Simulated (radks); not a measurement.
Initial-state core-level shifts of neutral europium when its valence configuration changes from [Xe] 4f7 6s2. Calculated with a radial shooting solver on a logarithmic mesh with Libxc functionals: Dirac Kohn-Sham, LDA (Slater exchange, Perdew-Wang correlation), spin-unpolarised, spherical densities, point nucleus; open shells fill j = l - 1/2 first. Shifts are changes of the shell-averaged eigenvalues in eV (positive: less bound).

| valence | 1s | 3s | 3d | 4s |
|---|---|---|---|---|
| 4f7 5d0.5 6s1.5 | +0.569 | +0.572 | +0.577 | +0.585 |
| 4f6.5 6s2 6p0.5 | -4.304 | -4.942 | -4.901 | -4.799 |
| 4f7 6p2 | -2.252 | -2.198 | -2.202 | -2.218 |
| 4f9 | +2.400 | +3.400 | +3.335 | +3.296 |
| 4f6 5d1 6s2 | -6.038 | -7.426 | -7.320 | -7.040 |
| 4f7 6s1.5 6p0.5 | -0.602 | -0.588 | -0.589 | -0.593 |
| 4f5 5d2 6s2 | -13.196 | -16.412 | -16.171 | -15.253 |
